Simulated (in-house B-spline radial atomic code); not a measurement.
Ionising Kr IX (Kr8+) with different functionals

Computed with a B-spline radial code for spherical atoms: scalar-relativistic (spin-free X2C) Hamiltonian, Fermi nucleus of rms radius 4.1884 fm, spin-polarised at highest spin, spherical fractional occupations for the functionals, the average over the highest-spin determinants for Hartree-Fock. The ionisation energy is the difference of two self-consistent energies, [Ar] 3d10 → [Ar] 3d9, without Breit or QED terms; ε is the level of the shell that loses the electron (its least bound occupied spin orbital). There is no spin-orbit coupling in this Hamiltonian.

Hybrids are left out here: with spherical fractional occupations of an open shell their exact exchange keeps a self-interaction that integer-occupation calculations don't have.

```json
{"method": "Hartree-Fock", "rung": "Hartree-Fock", "ΔSCF (eV)": "231.89", "-ε(3d) (eV)": "235.80"}
{"method": "LDA VWN5", "rung": "LDA", "ΔSCF (eV)": "233.49", "-ε(3d) (eV)": "215.49"}
{"method": "LDA PW92", "rung": "LDA", "ΔSCF (eV)": "?", "-ε(3d) (eV)": "?"}
{"method": "LDA exchange-only", "rung": "LDA", "ΔSCF (eV)": "231.11", "-ε(3d) (eV)": "213.17"}
{"method": "PBE", "rung": "GGA", "ΔSCF (eV)": "233.18", "-ε(3d) (eV)": "215.19"}
{"method": "PBEsol", "rung": "GGA", "ΔSCF (eV)": "233.11", "-ε(3d) (eV)": "215.12"}
{"method": "BLYP", "rung": "GGA", "ΔSCF (eV)": "233.04", "-ε(3d) (eV)": "215.05"}
{"method": "RPBE", "rung": "GGA", "ΔSCF (eV)": "233.10", "-ε(3d) (eV)": "215.10"}
{"method": "PW91", "rung": "GGA", "ΔSCF (eV)": "233.37", "-ε(3d) (eV)": "215.37"}
{"method": "BP86", "rung": "GGA", "ΔSCF (eV)": "233.26", "-ε(3d) (eV)": "215.25"}
{"method": "AM05", "rung": "GGA", "ΔSCF (eV)": "233.17", "-ε(3d) (eV)": "215.18"}
{"method": "OLYP", "rung": "GGA", "ΔSCF (eV)": "234.18", "-ε(3d) (eV)": "216.18"}
{"method": "TPSS", "rung": "meta-GGA", "ΔSCF (eV)": "233.10", "-ε(3d) (eV)": "215.14"}
{"method": "SCAN", "rung": "meta-GGA", "ΔSCF (eV)": "234.24", "-ε(3d) (eV)": "216.43"}
{"method": "r2SCAN", "rung": "meta-GGA", "ΔSCF (eV)": "234.27", "-ε(3d) (eV)": "216.46"}
{"method": "revTPSS", "rung": "meta-GGA", "ΔSCF (eV)": "?", "-ε(3d) (eV)": "?"}
```

**Question.** What does revTPSS give?

**Answer.** ΔSCF 232.98 eV, and -ε(3d) = 215.03 eV.

**Question.** What does LDA PW92 give?

**Answer.** ΔSCF 233.48 eV, and -ε(3d) = 215.48 eV.

**Question.** How do they compare with the NIST value?

**Answer.** NIST lists 233.0 eV ± 0.7 (semi-empirical, ground level to ground level). Errors run from -1.89 to +1.27 eV; revTPSS is closest (-0.02 eV), though others lie within the uncertainty of it, and part of that can be cancellation, since the calculations leave out spin-orbit coupling, Breit-QED terms, multiplet and fine-structure energies. Hartree-Fock also lacks correlation.
